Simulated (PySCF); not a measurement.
## Correlation energy of P (phosphorus, neutral)

[Ne] 3s2 3p2 4s1, high-spin 4P determinant (an excited configuration). All numbers are calculated (PySCF 2.14, scalar relativity by spin-free X2C-1e, in aug-cc-pCVTZ-DK with one added diffuse shell each of s, p, d, f type (9s8p6d4f, 91 functions)). Frozen: [Ne]; 5 electrons correlated.

```json
{"level": "CCSD", "correlation energy (mhartree)": "-91.93"}
{"level": "(T)", "correlation energy (mhartree)": "-3.25"}
{"level": "CCSD(T)", "correlation energy (mhartree)": "-95.18"}
```

Diagnostics: T1 = 0.025, D1 = 0.0756, largest double amplitude 0.097.

Question: Is a single reference adequate?

Answer: Mostly. T1 lies below 0.03, but a double amplitude of this size points to a near-degeneracy that CCSD handles and MP2 describes poorly.
